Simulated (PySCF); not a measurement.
Sb(OH)2(TeH) (H₃O₂SbTe), SMILES [OH][Sb]([OH])[TeH]. Geometry optimised at PBE-D3(BJ)/def2-SVP. The structure was generated by enumeration; whether it is a known compound was not checked. The def2 effective core potentials stand for the cores of Sb, Te; spin–orbit coupling is left out. The values are those of a single conformer.

Calculation: PBE-D3(BJ)/def2-SVP run with PySCF 2.14.0.

Harmonic wavenumbers (cm⁻¹): 81, 97, 127, 182, 188, 276, 374, 474, 575, 577, 813, 857, 2052, 3656, 3675. Rotational constants (GHz): 3.866, 0.8053, 0.7546; symmetry number 1.

Task: Work out the zero-point energy and the ideal-gas rigid-rotor harmonic-oscillator thermochemistry at 298.15 K and 1 atm.

Result: ZPE = ½ Σ hcν = ½ × 14004 cm⁻¹ = 83.76 kJ/mol. H − E(el) = 106.50 kJ/mol. Entropy in J/(mol K): translation 179.21, rotation 122.61, vibration 82.12, total 383.94. G − E(el) = -7.98 kJ/mol. Cp = 106.39 J/(mol K). Modes under 150 cm⁻¹ make the vibrational entropy uncertain.
